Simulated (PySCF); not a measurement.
Computed shifts of a molecule CH₆ClFSi₂, PBE/pcSseg-1 (PySCF), GIAO, gas phase, atoms alike by connectivity averaged where their shifts nearly agree, in ppm (number of nuclei): ¹⁹F: -176.9 (1). ²⁹Si: 20.8 (1), -77.0 (1). ¹³C: 0.0 (1). ¹H: 6.22 (1), 4.44 (3), 0.62 (1), 0.37 (1). References: ¹⁹F against CFCl3 (σ = 133.6 ppm); ²⁹Si against TMS (σ = 335.4 ppm); ³⁵Cl against HCl (σ = 936.5 ppm); ¹³C against TMS (σ = 182.0 ppm); ¹H against TMS (σ = 31.49 ppm), references at their B3LYP-D3(BJ)/def2-TZVP geometries, non-relativistic (without spin–orbit terms, shifts of atoms bonded to Cl or Br come out too high). Coordinates come from a PBE0-D3(BJ)/def2-SVP optimisation. One conformer was computed; it need not be the lowest.

Problem. Which structure fits?
(A) F[Si@H](Cl)C[SiH3]
(B) C[Si@@H](Cl)[SiH2]F
(C) FC[Si@H]([SiH3])Cl
(D) C[Si@H](F)[SiH2]Cl

Solution. A, F[Si@H](Cl)C[SiH3]
